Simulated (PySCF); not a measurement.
Geometries of 5 isomers of C4H5FOSi, from PySCF 2.14.0, PBE0-D3(BJ)/def2-SVP geometry optimisation, gas phase. One conformer each, no zero-point energy, no frequencies.

Question: Which isomer lies lowest at this level?
A.
```xyz
12
angstrom
C      2.003    1.591    0.662
C      1.184    0.773    0.305
C      0.215   -0.195   -0.121
C      0.570   -1.331   -0.746
O     -1.059    0.158    0.170
Si    -2.468   -0.639   -0.220
F     -3.650    0.295    0.349
H      2.728    2.319    0.978
H      1.621   -1.539   -0.943
H     -0.168   -2.069   -1.067
H     -2.606   -0.745   -1.694
H     -2.529   -1.953    0.467
```
B.
```xyz
12
angstrom
C      2.644   -1.326    0.082
C      1.745   -0.506    0.103
Si     0.383    0.722    0.107
O      0.663    1.868   -1.060
C     -1.224   -0.217   -0.169
C     -2.279   -0.194    0.645
F     -1.264   -0.947   -1.300
H      3.437   -2.053    0.067
H      0.282    1.426    1.407
H      1.083    1.563   -1.870
H     -2.247    0.404    1.557
H     -3.184   -0.767    0.423
```
C.
```xyz
12
angstrom
O     -2.844    0.083   -0.273
C     -1.665   -0.112   -0.139
C     -1.065   -1.512    0.014
C      0.423   -1.417    0.166
C      1.007   -0.209    0.150
F      2.328   -0.072    0.284
Si    -0.219    1.193   -0.073
H     -1.543   -2.004    0.881
H     -1.359   -2.115   -0.865
H      1.026   -2.324    0.289
H     -0.313    2.126    1.086
H     -0.059    1.965   -1.338
```
D.
```xyz
12
angstrom
O      0.089   -2.338    0.996
C      0.071   -1.224    0.543
C     -1.174   -0.599   -0.090
C     -0.811    0.757   -0.603
F     -1.803    1.396   -1.214
C      0.413    1.285   -0.458
Si     1.510    0.088    0.443
H     -1.983   -0.539    0.659
H     -1.553   -1.247   -0.900
H      0.626    2.280   -0.855
H      2.690   -0.410   -0.325
H      1.966    0.531    1.794
```
E.
```xyz
12
angstrom
O      2.196   -1.262   -0.115
Si     0.629   -0.978    0.358
C     -0.656   -0.725   -0.975
C     -1.224    0.482   -0.762
C     -0.725    1.316    0.356
C      0.269    0.754    1.063
F      0.852    1.338    2.104
H      2.549   -0.694   -0.806
H      0.323   -2.049    1.340
H     -0.988   -1.387   -1.777
H     -2.043    0.872   -1.378
H     -1.146    2.302    0.573
```

Answer: E. That is `O[Si@@H]1C=CC=C1F`, 9.3 kcal/mol below the next.

```json
{"SMILES": "O[Si@@H]1C=CC=C1F", "atoms numbered as above": "[OH:1][Si@@H:2]1[CH:3]=[CH:4][CH:5]=[C:6]1[F:7]", "E (Eh)": "-619.17698", "relative (kcal/mol)": "0.0", "relative (kJ/mol)": "0.0", "dipole (D)": "2.19"}
{"SMILES": "C#CC(=C)O[SiH2]F", "atoms numbered as above": "[CH:1]#[C:2][C:3](=[CH2:4])[O:5][SiH2:6][F:7]", "E (Eh)": "-619.16216", "relative (kcal/mol)": "9.3", "relative (kJ/mol)": "38.9", "dipole (D)": "1.84"}
{"SMILES": "O=C1CC(F)=C[SiH2]1", "atoms numbered as above": "[O:1]=[C:2]1[CH2:3][C:4]([F:5])=[CH:6][SiH2:7]1", "E (Eh)": "-619.15134", "relative (kcal/mol)": "16.1", "relative (kJ/mol)": "67.3", "dipole (D)": "1.51"}
{"SMILES": "O=C1CC=C(F)[SiH2]1", "atoms numbered as above": "[O:1]=[C:2]1[CH2:3][CH:4]=[C:5]([F:6])[SiH2:7]1", "E (Eh)": "-619.13943", "relative (kcal/mol)": "23.6", "relative (kJ/mol)": "98.6", "dipole (D)": "1.28"}
{"SMILES": "C#C[Si@@H](O)C(=C)F", "atoms numbered as above": "[CH:1]#[C:2][Si@@H:3]([OH:4])[C:5](=[CH2:6])[F:7]", "E (Eh)": "-619.12517", "relative (kcal/mol)": "32.5", "relative (kJ/mol)": "136.0", "dipole (D)": "1.13"}
```

As drawn, the highest has a C≡C bond, which the lowest lacks.
